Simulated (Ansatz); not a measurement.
Basis-set extrapolation for H8N2OSi2 (`N[SiH2]O[SiH2]N`) (PBE0-D4/def2-TZVP geometry, frozen core, Ansatz 0.2.0). Multiplicity 1, RHF reference.

|  | cc-pV(T+d)Z | cc-pV(Q+d)Z |
| --- | --- | --- |
| HF | -766.569653 | -766.593985 |
| MP2 correlation | -0.912210 | -0.980814 |
| CCSD(T) correlation | -0.991373 | not run |

Energies in hartree. Use E(X) = E(∞) + A·exp(−5.46·√X) for Hartree–Fock and E(X) = E(∞) + B·X^(−3.05) for correlation, with X = 3 and 4, and add CCSD(T) minus MP2 of the smaller set to the MP2 limit.

Q: What is the CCSD(T) energy at the basis-set limit?

A: HF limit: -766.593985 + (-0.024332) × 0.30130 = -766.60132. MP2 limit: -0.980814 + (-0.068604) × 0.71189 = -1.02965. Higher-order term: -0.991373 − (-0.912210) = -0.07916. Total: -767.71013 hartree, 93.6 kcal/mol below CCSD(T)/cc-pV(T+d)Z.
